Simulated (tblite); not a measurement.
Start geometry of `[Si@H]1(C[C@H](F)C1)/[C]=C\C` [radical] from a force field or distance geometry (Å):
```
atom  x, y, z in Å
C1     3.466    0.234   -0.007
C2     2.081   -0.384   -0.114
C3     1.187    0.146   -0.868
Si4   -0.524   -0.361   -1.192
C5    -1.566   -0.921    0.254
C6    -2.560    0.185   -0.082
F7    -3.069    0.837    1.014
C8    -1.670    1.097   -0.906
H9     4.109   -0.349   -0.683
H10    3.820    0.251    1.038
H11    3.387    1.280   -0.369
H12    1.882   -1.286    0.476
H13   -0.798   -1.114   -2.385
H14   -2.030   -1.933    0.132
H15   -1.077   -0.779    1.220
H16   -3.392   -0.198   -0.720
H17   -2.092    1.486   -1.834
H18   -1.162    1.815   -0.249
```

Problem. What comes out of this run: tblite 0.8.0, GFN2-xTB geometry optimisation, gas phase?

Solution. 
```
atom  x, y, z in Å
C1     3.2135    0.4906   -0.2623
C2     2.3925   -0.7159    0.1159
C3     1.1619   -0.9401   -0.2221
Si4   -0.4508   -0.6433   -0.9966
C5    -1.9860   -1.0433    0.0854
C6    -2.5470    0.3588   -0.1598
F7    -3.0341    0.9556    0.9885
C8    -1.3077    1.0625   -0.7139
H9     4.0910    0.1709   -0.8220
H10    3.5504    0.9995    0.6392
H11    2.6288    1.1760   -0.8686
H12    2.9340   -1.4328    0.7305
H13   -0.5410   -1.1437   -2.3693
H14   -2.6584   -1.8472   -0.2005
H15   -1.7426   -1.1673    1.1384
H16   -3.3810    0.3599   -0.8693
H17   -1.5012    1.7180   -1.5588
H18   -0.8310    1.6480    0.0689
```

The energy falls by 0.583 eV over 127 L-BFGS steps, the largest force on an atom goes from 1.83 to 0.008 eV/Å, and the atoms move by 0.665 Å rms after alignment. Among the bonds, Si4–C5 and Si4–C8 change most and about equally (+0.052 to +0.053 Å). Bonds longer at the end by more than 0.005 Å: 7 of 18; shorter: 8. Among the angles that change most is C2–C3–Si4, from 130.3° to 158.1°. Among the dihedrals that turn most is H12–C2–C3–Si4, from 0° to 180°. Rotational constants go from 3866, 783.0, 751.8 to 3579, 784.9, 739.1 MHz. The orientation of the end geometry is arbitrary; only internal coordinates are fixed.

On one thread of an Arm Neoverse V1, no GPU, shared host, this took 0.98 s.

Its GFN2-xTB frequencies are all real (lowest 27 cm⁻¹).

One conformer stands for the species.

All values are computed, not measured.
